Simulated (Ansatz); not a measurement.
Two structures of AlSiH4Cl3, closed shell, reached by relaxing down either side of one saddle point (PBE0-D4/def2-TZVP). Energies are electronic, without zero-point energy. Ansatz 0.2.0; basis: def2-TZVPP and def2-QZVPP; cores frozen in the correlated methods. Extrapolation: Hartree–Fock as exp(−7.88 √X), correlation as X^−2.97. First:

Al1  (-1.031, 0.002, -1.162)
Cl2  (0.665, 0.739, -2.239)
Cl3  (-1.614, -1.964, -1.647)
Cl4  (-2.561, 1.411, -0.824)
H5  (1.545, 0.375, 0.111)
Si6  (0.135, -0.218, 1.087)
H7  (1.882, 0.289, 0.834)
H8  (0.201, 0.798, 2.176)
H9  (0.778, -1.433, 1.664)
(Å)

Second:

```
9
angstrom
Al -1.0887 -0.1444 -0.6327
Cl 0.8363 0.7674 -2.1707
Cl -1.5042 -1.9102 -1.6960
Cl -2.4406 1.4461 -0.8847
H 1.6598 0.7279 -1.1791
Si 0.3568 -0.2227 1.3338
H 1.7272 0.2290 0.9119
H -0.0690 0.6970 2.4224
H 0.5224 -1.5900 1.8953
```

(1) Which bonds change from the first to the second?

(2) Give the saddle point's structure and its height above each. (An estimate is asked for; the value comes from the calculation.)

The T1 diagnostic stays at or below 0.011. The start structure is not quite a true minimum (one mode of 35i cm⁻¹). The end structure is not quite a true minimum (one mode of 49i cm⁻¹).

Answers

(1) AlSiH₂Cl₃ ([SiH2][Al]([Cl])([Cl])[Cl]) + H₂ → AlSiH₄Cl₃ ([SiH3][Al]([Cl])([Cl])[ClH]); bonds formed: Cl2–H5, Si6–H7; bonds broken: H5–Si6, H5–H7; bonds weakened to dative contacts: Al1–Cl2.

(2) Computed: 0.320 eV above the first and 0.400 eV above the second (CCSD(T) at an estimated basis limit (MP2 extrapolated from triple and quadruple zeta, plus CCSD(T) − MP2 in triple zeta)).
```xyz
9
angstrom
Al -1.0582 -0.0650 -0.9139
Cl 0.8630 0.7023 -1.8846
Cl -1.5543 -1.9305 -1.7417
Cl -2.5030 1.4590 -0.9303
H 1.3612 0.4448 -0.3396
Si 0.2363 -0.2193 1.1954
H 1.6649 0.2946 0.5748
H 0.1999 0.7952 2.2830
H 0.7901 -1.4809 1.7569
```

Labels in which every atom is bracketed show which atoms are joined, not bond orders.

For scale, one of the runs: CCSD(T)/def2-TZVPP, 266 basis functions, launched by `ansatz run in.yaml --threads 8 --pin off --events-out ev --progress --plain --max-ram 19148MiB`. The run took 96 s on 8 CPU threads of an Arm Neoverse V1 (shared host), with 5.6 GiB of host memory at its peak.
